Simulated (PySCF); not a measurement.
Computed Raman spectrum (relative Raman activity) of a molecule C5H7F. Coordinates come from a B3LYP-D3(BJ)/def2-SVP optimisation. One conformer was computed; it need not be the lowest. Method: PySCF with B3LYP-D3(BJ)/def2-SVP. Harmonic, unscaled wavenumbers; measured fundamentals usually lie a few per cent lower.

ν (cm⁻¹): 669 (vw), 785 (vw), 870 (w), 934 (vw), 979 (vw), 1092 (vw), 1240 (vw), 1316 (vw), 1368 (w), 1393 (w), 1445 (w), 1452 (m), 1459 (w), 1723 (w), 3018 (vs), 3035 (s), 3042 (vs), 3084 (m), 3099 (s), 3123 (m), 3184 (s) (against the strongest line: vs over 80 %, s over 45 %, m over 15 %, w over 4 %, vw less)

Problem. Identify the compound among the candidates.
A) C=C/C=C(/C)F
B) C[C@H]1CC=C1F
C) CC1=CC[C@@H]1F
D) FC1CC=CC1

Solution. C, CC1=CC[C@@H]1F
